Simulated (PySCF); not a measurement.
CH10GeSSi2.
Atom-mapped SMILES: `[SiH3:1][S:2][SiH2:3][CH2:4][GeH3:5]` (hydrogens: H6, H7, H8 on Si1; H9, H10 on Si3; H11, H12 on C4; H13, H14, H15 on Ge5)

Cartesian coordinates in Å at the PBE0-D3(BJ)/def2-SVP level; atoms count from 1:
```xyz
15
CH10GeSSi2 angstrom
Si     3.0681    0.1728    0.2622
S      1.3330   -0.9610    0.8272
Si    -0.1923    0.2086   -0.1555
C     -1.8397   -0.5935    0.2034
Ge    -3.3788    0.3450   -0.5720
H      4.2340   -0.5074    0.8925
H      3.2354    0.1976   -1.2221
H      2.9741    1.5806    0.7532
H      0.0734    0.2497   -1.6265
H     -0.1582    1.6127    0.3579
H     -1.8323   -1.6259   -0.1826
H     -1.9832   -0.6516    1.2948
H     -4.6786   -0.3883   -0.1935
H     -3.2488    0.3861   -2.1057
H     -3.4353    1.7877   -0.0366
```

The calculation used TDDFT CAM-B3LYP/def2-SVPD, vertical, gas phase, core orbitals frozen in the response in PySCF. Relativistic effects, spin–orbit coupling among them, are left out although an element past zinc is present.

Ground-to-excited transition dipoles (e·a0, same axes as the geometry; the sign carries no meaning), for the states with f of 0.002 or more among the lowest 10:

```tsv
state	E (eV)	μx	μy	μz
S1	6.143	-0.037	0.206	0.301
S5	7.387	-0.396	0.082	-0.101
S6	7.645	0.008	-0.119	-0.276
S7	7.654	-0.303	0.562	-0.387
S8	7.770	-0.435	-0.151	0.059
S9	7.829	-0.578	-0.002	-0.065
S10	7.892	-0.034	0.070	0.112
```

**Question.** Work out the oscillator strengths.

**Answer.** f = (2/3) ΔE |μ|² with ΔE in hartree (27.2114 eV).

| state | \|μ\|² (au) | \|μ\| (D) | f |
| --- | --- | --- | --- |
| S1 | 0.134 | 0.93 | 0.020 |
| S5 | 0.174 | 1.06 | 0.031 |
| S6 | 0.091 | 0.76 | 0.017 |
| S7 | 0.557 | 1.90 | 0.104 |
| S8 | 0.216 | 1.18 | 0.041 |
| S9 | 0.338 | 1.48 | 0.065 |
| S10 | 0.019 | 0.35 | 0.004 |

**Question.** Which bond between heavy atoms lies closest to the direction of the S7 transition dipole?

**Answer.** S2–Si3, at 21° from it; next C4–Ge5 at 28°.

**Question.** What angle do the transition dipoles of S1 and S5 make?

**Answer.** |cos θ| = |μa·μb| / (|μa| |μb|) = 0.01, so θ ≈ 90° (taken between 0 and 90°, since the signs are arbitrary).

**Question.** What peak molar absorption coefficient would the strongest computed level give as a lone Gaussian band 0.4 eV wide at half height?

**Answer.** ε(max) = 2.175×10⁸ f / FWHM, with the width in cm⁻¹. S7: 2.175×10⁸ × 0.1045 / 3226 ≈ 7000 L mol⁻¹ cm⁻¹.

The vertical ionisation energy (ΔSCF) is 9.34 eV, 1.45 eV above S10.

One conformer stands for the species.

Without π bonds the low states may be Rydberg-like; a valence basis with one diffuse set may place them up to an eV too high.
